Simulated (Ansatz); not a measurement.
AlO₃H₃, relaxed as a singlet with RKS PBE0-D4/def2-TZVP in Ansatz, starting from the GFN2-xTB geometry. Force threshold 0.02 eV/Å.

The structure comes from a short search, and lower isomers may exist.

Start:

```xyz
7

Al   -0.4884   -0.2407    1.1197
O     1.0598    0.3727   -1.0667
O    -0.2985    0.0169   -0.8222
O     0.9639    0.0512    1.6661
H    -1.9602   -0.5772    0.9431
H     1.4109    0.3586   -0.1299
H    -0.6876    0.0183   -1.7101
```

(1) Estimate the energy that the relaxation releases and the steps that it takes.

(2) Does the start keep its bonding?

(3) Predict the relaxed structure.

## Answers

(1) 265.5 kJ/mol, in 23 steps; 24 s on 4 threads of Arm Neoverse V2 on a shared host. No frequencies were taken in this run, so the end may be a saddle point.

(2) Bonds lost: O2–H6 (atoms count from 1). Bonds formed: Al1–O2, O4–H6 (atoms count from 1). The end is the same structure that another start reached.

(3) 
```xyz
7

Al   -0.265    0.127    0.490
O    -0.017    1.071   -0.995
O    -0.079   -0.363   -1.381
O     1.035   -0.234    1.508
H    -1.727   -0.104    1.005
H     1.949   -0.088    1.269
H    -0.896   -0.409   -1.897
```
Bond lengths: 3 × Al–O 1.69 to 1.94 Å; 1 × O–O 1.49 Å; 2 × H–O 0.96 to 0.97 Å; 1 × Al–H 1.57 Å.
